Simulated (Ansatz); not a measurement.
The same redistribution along the group Si, Ge, Sn.

Computed with Ansatz on PBE0-D4/def2-TZVP structures; ΔE is electronic, products minus reactants. CCSD(T)/CBS adds triple-zeta CCSD(T) − MP2 to the extrapolated MP2 energy (def2 sets, frozen cores). This one scheme is used for every species. Functionals use def2-TZVPP. Elements past krypton have def2 core potentials. For Ge, Sn outer-core shells are correlated without core-valence functions, which leaves a few kJ/mol of doubt a bond. Scalar relativity is left out up to krypton. One conformer a species, not always the lowest.

| reaction | r2SCAN-D4 (kJ/mol) | RPA@PBE/def2-TZVPP (kJ/mol) | B97M-V (kJ/mol) | LDA (SPW92) (kJ/mol) | CCSD(T)/CBS(def2) (kJ/mol) |
| --- | --- | --- | --- | --- | --- |
| `N[Si](N)(Cl)Cl` + `F[Si]Cl` → `N[Si](Cl)(Cl)Cl` + `N[Si]F` | 1 | 2 | 1 | 2 | 1 |
| `[NH2][Ge]([NH2])([Cl])[Cl]` + `[F][Ge][Cl]` → `[NH2][Ge]([Cl])([Cl])[Cl]` + `[NH2][Ge][F]` | 8 | 6 | 9 | 8 | 9 |
| `[NH2][Sn]([NH2])([Cl])[Cl]` + `[F][Sn][Cl]` → `[NH2][Sn]([Cl])([Cl])[Cl]` + `[NH2][Sn][F]` | 14 | 14 | 16 | 13 | 15 |

Largest T1 diagnostic: 0.017, for `[NH2][Sn][F]`.
